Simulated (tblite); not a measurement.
C4H4N, doublet, at a GFN2-xTB geometry; IPEA1-xTB (tblite 0.6.0).

Input for tblite:
```
$ tblite run mol.xyz --method ipea1 --charge 0 --spin 1 --json tblite.json --no-restart

# file mol.xyz
9

H     -0.00306512     0.07735829     2.15139521
N     -0.00173582     0.06478905     1.14577413
C     -0.00544177     1.14296516     0.34032033
C      0.00416020    -1.05198339     0.35633521
C     -0.00219146     0.77883833    -0.96507126
C      0.00402130    -0.64308464    -0.94873942
H      0.00794089    -2.03683772     0.77993376
H     -0.00387345     1.41173950    -1.82730995
H      0.00785878    -1.26619621    -1.82150703
```

What the program printed (banner, timings and long lists left out):

```
xTB calculator
 | screened Coulomb repulsion
 | Coulomb electrostatics
 |  * isotropic Klopman-Ohno-Mataga-Nishimoto electrostatics
 |  * onsite third-order electrostatics
 | DFT-D3(BJ) dispersion correction

halogen bonding energy    0.0000000000000E+00 Eh
repulsion energy          3.1414510019428E-01 Eh
dispersion energy        -2.7962744270208E-03 Eh
number of electrons       2.5000000000000E+01 e
integral cutoff           4.0000000000000E+01 bohr

------------------------------------------------------------
  cycle        total energy    energy error   density error
------------------------------------------------------------
      1     -15.46326966685  -1.5774618E+01   5.8766783E-01
      2     -15.49565304172  -3.2383375E-02   3.5042821E-01
      3     -15.30507950054   1.9057354E-01   2.2436617E-01
      4     -15.52074505188  -2.1566555E-01   3.9236330E-02
      5     -15.52955344978  -8.8083979E-03   9.9920727E-03
      6     -15.52984010423  -2.8665444E-04   4.7235777E-03
      7     -15.52994895759  -1.0885336E-04   1.2331520E-03
      8     -15.52995156082  -2.6032331E-06   2.5350228E-04
      9     -15.52995166540  -1.0458208E-07   1.3020714E-04
     10     -15.52995167284  -7.4440702E-09   4.4460843E-05
     11     -15.52995168039  -7.5473459E-09   1.3305324E-06
------------------------------------------------------------

electronic energy        -1.5841300506160E+01 Eh
total energy             -1.5529951680392E+01 Eh

Post processing:
 | Mayer-Wiberg bond orders

[Info] JSON dump of results written to 'tblite.json'
```
